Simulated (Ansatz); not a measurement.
Ansatz (an electronic-structure program) input (RI-MP2/cc-pVQZ):
A basis named .json is the Basis Set Exchange file of that set.

Ansatz 0.2 input:
```yaml
crystal:
  periodic: [false, false, false]
  atoms:
    - {symbol: C, position_ang: [-0.00000000, -0.00000000, -1.23960541]}
    - {symbol: N, position_ang: [0.00000000, 0.00000000, 0.00000000]}
    - {symbol: C, position_ang: [0.00000000, 0.00000000, 1.23960541]}
basis:
  gaussian:
    orbitals: cc-pVQZ
    fitting: {mean_field: def2-universal-jkfit, correlation: cc-pVQZ-RIFIT.json}
magnetization: {spin_polarized: true, initial_magnetization: 1}
correlation: {method: mp2, electrons: outside_noble_gas}
```

End of the output:

```
integrals: 0.07 GiB planned
227 factors; integrals over basis functions are off by at most 9.6e-1 eV
396 factors; integrals over basis functions are off by at most 5.4e-1 eV
mean field: 0.29 GiB planned
mean field evaluation 1: about -3537.8934 eV, gradient 1.5e1 eV
mean field evaluation 2: about -3539.0467 eV, gradient 7.9e0 eV
mean field evaluation 4: about -3539.4920 eV, gradient 1.5e0 eV
mean field evaluation 8: about -3539.5519 eV, gradient 1.2e-6 eV
mean field evaluation 16: about -3539.5469 eV, gradient 2.6e-1 eV
mean field -3539.55190966 eV, -130.0761334857 hartree, gradient 1.2e-6 eV, S^2 0.870013; 6 other end points of the search recorded, 0 dependent functions left out
3 core orbitals not correlated
reference -3539.55190966 eV, -130.0761334857 hartree; 7, 6 occupied and 155, 156 virtual orbitals, 396 factors
second order -11.70778279 eV of doubles, -0.00000000 eV of singles
Total energy: -3551.25969245 eV, -130.5063865673 hartree
```

It need not be the lowest isomer of its formula.

The determinant is spin-contaminated: <S^2> is 0.87 against 0.75 for a pure state.
